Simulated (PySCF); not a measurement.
Spectrum to structure. Method: TDDFT PBE0/def2-SVPD, vertical, gas phase, core orbitals frozen in the response (PySCF). Geometries: GFN2-xTB, one conformer each.

```tsv
state	E (eV)	λ (nm)	f
S1	5.20	238.2	0.025
S2	5.49	225.9	0.074
S3	5.56	222.9	0.196
S4	6.00	206.8	0.054
S5	6.03	205.5	0.034
S6	6.19	200.4	0.012
S7	6.26	197.9	0.029
S8	6.55	189.2	0.0040
```

Triplets computed (Tamm–Dancoff): 3.78, 4.69, 4.89 eV.

Question: Which candidate is it? All have the formula C7H7OP.
A. `CC#CPC1=CC=CO1`
B. `Cc1cpccc1C=O`
C. `C=CC1=C(C=C)P=CO1`

Answer: A. Its S1, at 5.20 eV, is the highest among the candidates; the nearest of the others has S1 at 4.27 eV. S1 is HOMO→LUMO (46%), HOMO→LUMO+1 (23%), HOMO-1→LUMO (21%). Löwdin shares by element: HOMO carbon 50% or more, phosphorus 18% (atoms not listed hold the other 31%); LUMO carbon 31% or more, phosphorus 14%, oxygen 14% (atoms not listed hold the other 42%). At the same level the other candidates give, for their lowest levels:
- `Cc1cpccc1C=O`: 3.37 eV (f 0.000); 4.29 eV (f 0.011); 4.32 eV (f 0.049); 4.50 eV (f 0.270); 5.49 eV (f 0.000); T1 2.75 eV; HOMO -7.48, LUMO -2.64 eV
- `C=Cc1ocpc1C=C`: 4.27 eV (f 0.015); 4.48 eV (f 0.417); 4.90 eV (f 0.238); 5.32 eV (f 0.122); 5.50 eV (f 0.000); T1 2.65 eV; HOMO -6.35, LUMO -1.51 eV

Shape of the structure used: `[CH3:1][C:2]#[C:3][PH:4][c:5]1[cH:6][cH:7][cH:8][o:9]1`: C3–P4–C5–C6 -101°.
